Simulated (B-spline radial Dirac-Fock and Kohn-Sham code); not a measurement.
# The M5 (3d5/2) hole of dysprosium ions: width and yield against charge

Method: independent-particle rates on relativistic LDA orbitals of the hole state (multipoles up to L = 3, Coulomb Auger matrix elements, transition energies from Dirac-Fock). Computed with an atomic code on a B-spline grid. Tabulated ground configurations, configuration averages; single configurations, so decays that open only by mixing (as 1s 2s² with 1s 2p² in Be-like ions) are missing and such tiny yields are far too low.

```
 ion          configuration  radiative (eV)  non-radiative (eV)    yield
  Dy          [Xe] 4f10 6s2          0.0110                1.16  0.00938
 Dy⁺          [Xe] 4f10 6s1          0.0110                1.16  0.00939
Dy²⁺              [Xe] 4f10          0.0110                1.16  0.00940
Dy³⁺               [Xe] 4f9          0.0106                1.15  0.00913
Dy⁴⁺               [Xe] 4f8          0.0101                1.14  0.00878
Dy⁵⁺  [Kr] 4d10 4f8 5s2 5p5          0.0102                1.14  0.00884
Dy⁶⁺  [Kr] 4d10 4f8 5s2 5p4          0.0103                1.15  0.00892
Dy⁷⁺  [Kr] 4d10 4f9 5s2 5p2          0.0111                1.17  0.00944
```
